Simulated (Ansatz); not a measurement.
Consider the substitution at a C–O bond: `[OH][Al-]1([OH])[O]C(C(F)(F)F)=CC(C(F)(F)F)=[O+]1` + `CB(O)O` → `C[B-]1(O)OC(C(F)(F)F)=CC(C(F)(F)F)=[O+]1` + `[OH][Al]([OH])[OH]`.

Gas-phase electronic energies from Ansatz, PBE0-D4/def2-TZVP geometries. CCSD(T)/CBS adds triple-zeta CCSD(T) − MP2 to the extrapolated MP2 energy (def2 sets, frozen cores). This one scheme is used for every species. Functionals use def2-TZVPP. HSE06 is defined as in plane-wave codes. Each species was taken in one conformer, which may not be the lowest.

`[OH][Al-]1([OH])[O]C(C(F)(F)F)=CC(C(F)(F)F)=[O+]1`:

Cartesian coordinates in Å:
```
O 1.812 1.290 -2.154
Al 0.774 -0.016 -1.882
O 0.477 -1.151 -3.097
O -0.777 0.659 -1.155
C -1.100 0.673 0.060
C -2.416 1.411 0.342
F -3.416 0.792 -0.281
F -2.695 1.450 1.643
F -2.344 2.658 -0.108
C -0.404 0.081 1.105
C 0.753 -0.638 0.833
C 1.492 -1.355 1.971
F 1.467 -2.669 1.759
F 0.933 -1.113 3.155
F 2.756 -0.956 2.016
O 1.284 -0.799 -0.296
H 2.263 1.444 -2.980
H -0.088 -1.916 -3.046
H -0.772 0.156 2.115
```

`CB(O)O`:

Cartesian coordinates in Å:
```
C -0.736 -0.232 0.973
B 0.178 0.047 -0.267
O 1.261 -0.766 -0.476
O -0.130 1.105 -1.081
H -0.743 -1.289 1.246
H -0.351 0.318 1.839
H -1.761 0.106 0.810
H 1.808 -0.542 -1.232
H 0.473 1.254 -1.813
```

`C[B-]1(O)OC(C(F)(F)F)=CC(C(F)(F)F)=[O+]1`:

Cartesian coordinates in Å:
```
C -0.286 -0.551 2.398
B 0.250 0.620 1.485
O 0.738 1.742 2.131
O -0.894 1.048 0.469
C -1.066 0.460 -0.630
C -2.346 0.868 -1.363
F -2.273 2.149 -1.716
F -2.527 0.140 -2.463
F -3.400 0.704 -0.574
C -0.170 -0.428 -1.205
C 1.073 -0.491 -0.593
C 2.254 -1.178 -1.284
F 2.814 -2.061 -0.468
F 3.167 -0.271 -1.620
F 1.867 -1.812 -2.388
O 1.363 0.044 0.508
H -0.658 -1.409 1.830
H 0.508 -0.909 3.059
H -1.103 -0.193 3.031
H 1.055 2.433 1.546
H -0.365 -0.904 -2.151
```

`[OH][Al]([OH])[OH]`:

Z-matrix (Å, degrees):
```
Al
O 1 1.689
O 1 1.689 2 120.0
O 1 1.689 2 120.0 3 -180.0
H 2 0.955 1 122.4 3 0.0
H 3 0.956 1 122.5 2 -180.0
H 4 0.956 1 122.4 2 0.0
```

Question: Is it downhill or uphill in electronic energy at CCSD(T)/CBS, and by how much? (Estimate.)

Answer: Ansatz gave: Uphill: ΔE = +130.0 kJ/mol.

Question: What do these levels give: r2SCAN0-D4, HSE06-D4, BHLYP-D4, PBE-QIDH, PBE, r2SCAN, LC-ωPBE, RPA@PBE/def2-TZVPP, CCSD/def2-SVP, CCSD(T)/def2-TZVPP, MP2/def2-QZVPP, CCSD/CBS(def2)? (Estimate.)

Answer: Ansatz gave: r2SCAN0-D4 138.5, HSE06-D4 134.0, BHLYP-D4 148.6, PBE-QIDH 130.8, PBE 130.3, r2SCAN 136.3, LC-ωPBE 131.8, RPA@PBE/def2-TZVPP 123.2, CCSD/def2-SVP 150.6, CCSD(T)/def2-TZVPP 126.4, MP2/def2-QZVPP 122.6, CCSD/CBS(def2) 135.5 kJ/mol.

Largest T1 diagnostic among the species: 0.015.

Leaving LDA and LC-ωPBE aside and taking each functional with its dispersion term where it has one, the values, not all of them listed here, spread over 21.8 kJ/mol, from revPBE-D4 to BHLYP-D4. LDA lies −9.5 kJ/mol from PBE without D4. In def2-TZVPP, CCSD(T) changes the Hartree–Fock value by −36.9 kJ/mol (the triples alone add −5.5 kJ/mol) and MP2 by −43.5 kJ/mol. From BLYP to BHLYP (50 % exact exchange), in def2-TZVPP and without D4, ΔE moves by +9.5 kJ/mol.
